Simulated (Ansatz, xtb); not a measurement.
Relaxing a trial structure of C2H3Se

The starting geometry of this gas-phase doublet was built from a drawn formula by distance geometry and a force field; its bonds are those of `[CH]C[Se]`.

```yaml
atoms:
  - { symbol: C, position_ang: [0.1892, 0.9953, 1.9613] }
  - { symbol: C, position_ang: [-1.2387, 1.3260, 2.4463] }
  - { symbol: Se, position_ang: [-2.2421, -0.2648, 2.6947] }
  - { symbol: H, position_ang: [0.1155, 0.4942, 0.9808] }
  - { symbol: H, position_ang: [-1.7443, 2.0047, 1.7357] }
  - { symbol: H, position_ang: [-1.1234, 1.8751, 3.4751] }
```

**Question.** Where would you expect an optimisation with r2SCAN-D4/def2-SVP to take it?

**Answer.** It rearranges to `[CH]1C[Se]1`. Contacts that close: C1–Se3 (2.83 → 1.88 Å).

The energy falls by 2.50 eV over 8 steps:

```tsv
step	E − E(last) (eV)
1	2.498
2	1.750
3	0.883
4	0.105
5	0.008
6	0.004
7	0.000
8	0.000
```

Final geometry (Å):

```yaml
atoms:
  - { symbol: C, position_ang: [-0.2914, 0.5717, 1.9969] }
  - { symbol: C, position_ang: [-1.2362, 1.5583, 2.4735] }
  - { symbol: Se, position_ang: [-1.8284, -0.3611, 2.5461] }
  - { symbol: H, position_ang: [0.2105, 0.4780, 1.0299] }
  - { symbol: H, position_ang: [-1.7919, 2.1977, 1.7716] }
  - { symbol: H, position_ang: [-1.1062, 1.9859, 3.4760] }
```

From the same start GFN2-xTB reaches the same bonding as this run.

No frequencies were run, so the end isn't proven a minimum. Open shells are spin-unrestricted. Run with Ansatz 0.2.0, 3.5 min on 1 thread of AMD EPYC (Zen 3) (shared host).
